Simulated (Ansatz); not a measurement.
`C#C[SiH2]C#C`, relaxed with RKS PBE0-D4/def2-TZVP in the Gaussian-basis code of Ansatz from a PBE-D4/def2-SVP geometry. The force threshold is 0.005 eV/Å; the program also tests the step.

Total charge 0; spin multiplicity 1.

Start:

```xyz
9

C    -1.789   -1.587    1.123
C    -0.745   -1.137    0.658
Si    0.825   -0.472   -0.023
C     0.575    1.236   -0.650
C     0.414    2.374   -1.083
H    -2.710   -1.983    1.532
H     1.867   -0.460    1.057
H     1.290   -1.348   -1.151
H     0.272    3.377   -1.463
```

Problem. By how much does the energy fall, and how many steps does the optimiser take? (An estimate is asked.)

Solution. Computed: 7.31 kJ/mol, in 4 steps.

Problem. Which bonds change most? (Estimate.)

Solution. Computed: C4–C5 from 1.228 to 1.205 Å; C1–C2 from 1.228 to 1.205 Å; Si3–H8 from 1.501 to 1.481 Å; Si3–H7 from 1.501 to 1.481 Å.

Problem. Give the relaxed structure. (Estimate.)

Solution. The calculation gave: 
```xyz
9

C    -1.765   -1.563    1.107
C    -0.739   -1.120    0.654
Si    0.821   -0.470   -0.024
C     0.563    1.221   -0.649
C     0.407    2.341   -1.067
H    -2.673   -1.953    1.506
H     1.847   -0.447    1.045
H     1.271   -1.339   -1.136
H     0.266    3.331   -1.436
```
